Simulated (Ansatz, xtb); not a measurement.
## C2H6FSi: which of two isomers lies lower

Structure X: `C[Si](C)F`, a doublet. Structure Y: `[CH2][Si@H](C)F`, a doublet. Both are isolated molecules in the gas phase, relaxed with B3LYP/6-31G*; the shapes shown needn't be the lowest conformers.

X (Å):

```xyz
10

C    -0.6007    1.4532    1.9606
C    -0.4106   -1.2766    0.4628
F    -0.8038    1.2146   -0.8790
Si   -1.2190    0.4332    0.4925
H    -1.0489    2.4517    1.9779
H     0.4907    1.5707    1.9166
H    -0.8534    0.9510    2.9018
H    -0.7477   -1.8694   -0.3934
H    -0.6604   -1.8277    1.3770
H     0.6827   -1.1857    0.4047
```

Y (Å):

```xyz
10

C    -0.6611   -1.8825   -0.9392
C    -1.1034    0.4141   -2.9365
F    -1.1332    0.8083   -0.1246
Si   -1.5450   -0.2867   -1.2555
H    -1.0561   -2.6598   -0.2871
H     0.3206   -2.1067   -1.3545
H    -3.0114   -0.5025   -1.1221
H    -0.0205    0.5532   -3.0364
H    -1.5821    1.3861   -3.1007
H    -1.4307   -0.2610   -3.7365
```

Quicker runs give these differences E(Y) − E(X): GFN2-xTB +46.6 kJ/mol; HF/STO-3G +19.9 kJ/mol (at GFN2-xTB geometries); r2SCAN-D4/def2-SVP +39.9 kJ/mol (at GFN2-xTB geometries).

Estimate E(Y) − E(X) at the level CCSD(T)/def2-SVP + ΔMP2/def2-TZVPP.

Calculated at CCSD(T)/def2-SVP + ΔMP2/def2-TZVPP: E(Y) − E(X) = +34.3 kJ/mol, so structure X lies lower.

Level by level:

```tsv
level	geometry	E(Y) − E(X) (kJ/mol)	departure from the last row (kJ/mol)	job, with rough time for the two
GFN2-xTB	GFN2-xTB	+46.6	+12.3	optimisation, 0.2 s
HF/STO-3G	GFN2-xTB	+19.9	−14.4	single point, 0.66 s
r2SCAN-D4/def2-SVP	GFN2-xTB	+39.9	+5.6	single point, 7.8 s
B3LYP/6-31G*	B3LYP/6-31G*	+37.5	+3.3	optimisation, 5.4 min
HF/def2-SVP	B3LYP/6-31G*	+4.3	−30.0	part of the CCSD(T) run
MP2/def2-SVP	B3LYP/6-31G*	+43.3	+9.0	part of the CCSD(T) run
CCSD(T)/def2-SVP	B3LYP/6-31G*	+34.6	+0.4	single point
CCSD(T)/def2-SVP + ΔMP2/def2-TZVPP	B3LYP/6-31G*	+34.3		single point, 73 s
```

As drawn, Y has 1 Si–H in place of 1 C–H.

None of the levels shown reverses the order. The largest departure from CCSD(T)/def2-SVP + ΔMP2/def2-TZVPP is that of HF/def2-SVP, 30.0 kJ/mol. The last row adds to CCSD(T) the change of the MP2 difference between the two basis sets, here −0.4 kJ/mol.

With harmonic frequencies from B3LYP/6-31G* (ideal gas, rigid rotor, one conformer each, 298.15 K, 1 atm): the zero-point term adds −11.2 kJ/mol; ΔH is +23.6 and ΔG +22.0 kJ/mol.

Open shells are spin-unrestricted. The correlated steps freeze 8 core orbitals. Mirror images aren't counted in ΔG. Codes used: Ansatz 0.2.0, xtb 6.7.1; the last row on 1 thread of Intel(R) Xeon(R) Platinum 8259CL CPU @ 2.50GHz (Skylake/Cascade Lake) on a shared host.
